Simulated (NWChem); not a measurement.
System: NaOH; SMILES [OH][Na]

```xyz
3

Na    -0.0662    -0.9541     0.0000
O      0.1328     0.9646     0.0000
H      0.2309     1.9106     0.0000
```
Atoms are numbered in this order, from 1.

Coordinates come from a PBE0-D3(BJ)/def2-TZVP optimisation.

Question: Give the principal values of the shielding tensors (ppm) of Na1, O2 from Hartree-Fock/def2-TZVP, GIAO (NWChem), with their diamagnetic and paramagnetic parts as GIAO splits them.

Answer: 
```tsv
atom	σ11	σ22	σ33	isotropic	diamagnetic	paramagnetic
Na1	562.6	562.6	630.6	585.3	628.7	-43.4
O2	354.0	354.0	414.7	374.2	394.7	-20.5
```
